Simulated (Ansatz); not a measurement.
Species: SeCl₂, charge 0, triplet. This triplet is an excited state, 1.2 eV above the singlet at CCSD(T)/def2-QZVPP (Ansatz, a quantum-chemistry and plane-wave program). SeCl2 (parent SMILES Cl[Se]Cl, triplet).
B3LYP-D3(BJ)/def2-TZVP minimum from Ansatz:
```
Se
Cl 1 2.2827
Cl 1 2.2827 2 151.67
```
Charge 0, spin multiplicity 3.

Total energies in def2-SVP, 20 correlated electrons, 24 frozen orbitals. Open shells are spin-unrestricted; no spin-orbit coupling. Cores are frozen in correlated methods (noble-gas shells, and filled d and f shells in the p block). No relativity. The UHF reference of Cl2Se (parent SMILES Cl[Se]Cl, triplet) is spin-contaminated (<S^2> up to 0.03 over the pure value in the sets run). The spin of Cl2Se (parent SMILES Cl[Se]Cl, triplet) was assumed, and the state is the lowest solution found for it.

```
method    program  energy (Eh)  minus CCSDT(Q) (mEh)
--------  -------  -----------  --------------------
HF         Ansatz  -3318.20844                421.71
MP2        Ansatz  -3318.57623                 53.92
CCSD       Ansatz  -3318.61290                 17.24
CCSD(T)    Ansatz  -3318.62645                  3.70
CCSDT(Q)   Ansatz  -3318.63015                  0.00
```

Rough core times of Ansatz's runs on a shared machine: CCSD(T) 30 s, CCSDT(Q) 4 min.
